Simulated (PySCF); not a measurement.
Computed NMR parameters against published values

Numbering as in the mapped SMILES `[N:1]#[C:2][S:3][c:4]1[cH:5][cH:6][cH:7][cH:8][cH:9]1` (H(Xn): hydrogen on atom n).

Published estimates (parent shift plus substituent increments) and measurements: δ 13C C5/C9 131.0; C6/C8 130.7; C7 130.7 ppm (estimated from measurements, as parent shift plus tabulated substituent increment; solution, not stated per compound (mostly CDCl3 or CCl4); Pretsch, Buehlmann, Badertscher, Structure Determination of Organic Compounds, 4th ed. (2009)).

Non-relativistic, a single conformation, one averaged value for each set of equivalent atoms, isolated molecule. Shieldings: GIAO B97-2/pcSseg-2; coordinates at the PBE0-D3(BJ)/def2-TZVP level; PySCF.

**Question.** How close does the calculation come?

**Answer.** 
Reference values: estimated from measurements, as parent shift plus tabulated substituent increment (solution, not stated per compound (mostly CDCl3 or CCl4); Pretsch, Buehlmann, Badertscher, Structure Determination of Organic Compounds, 4th ed. (2009)).
```csv
atoms,quantity,reference,computed,"computed, scaled"
C5/C9,δ 13C,131.0,144.3,137.2
C6/C8,δ 13C,130.7,136.8,130.0
C7,δ 13C,130.7,138.3,131.4
```

Computed shifts are σ(ref) − σ with the named reference compound (TMS for H and C) calculated as an isolated molecule at the same level. The measured values may be among those fitted. Scaled to experiment by linear calibration (H and C: mostly CDCl3 data, vs TMS): 13C: δ = 176.90 − 0.966σ -3.8 per attached S (rms 2.0 ppm, 686 shifts, 2.1 ppm with the 3 outliers that the fit left out). Occasional misses reach two or three times the rms, and more in compound classes unlike the fitted ones.

**Question.** How far are the unscaled 13C shifts from the references?

**Answer.** Mean signed difference +9.00 ppm, mean absolute 9.00 ppm over 3 comparisons; the largest is +13.3 ppm at C5/C9 (aromatic CH).
